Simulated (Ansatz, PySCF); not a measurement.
hydrogen iodide cation (HI), SMILES I (connectivity only; charge and spin as stated), charge +1, multiplicity 2. Atoms are numbered in the order given.

```xyz
2

I      0.0000     0.0000    -0.0358
H      0.0000     0.0000     1.5977
```
Charge +1, spin multiplicity 2.

The structure is a stationary point at PBE0-D3(BJ)/def2-TZVPD. The multiplicity is an assumed one; other spin states were not compared. The def2 effective core potentials stand for the cores of I; spin–orbit coupling is left out.

Two levels are set side by side: PBE-D3(BJ)/def2-TZVPD (Ansatz, a program for electronic structure) and PBE0-D3(BJ)/def2-TZVPD (Ansatz). Each level has its own optimised geometry; the coordinates shown are those of the second. Frequencies come from the Hessian of PySCF at each geometry. Differences are taken from unrounded values.

| quantity | PBE0-D3(BJ) | PBE-D3(BJ) | PBE-D3(BJ) minus PBE0-D3(BJ) |
|---|---|---|---|
| bond I1–H2 (Å) | 1.634 | 1.649 | 0.015 |
| highest harmonic wavenumber (cm⁻¹) | 2231 | 2145 | -86 |
| mean harmonic wavenumber (cm⁻¹) | 2231 | 2145 | -86 |
| zero-point energy (kcal/mol) | 3.19 | 3.07 | -0.12 |
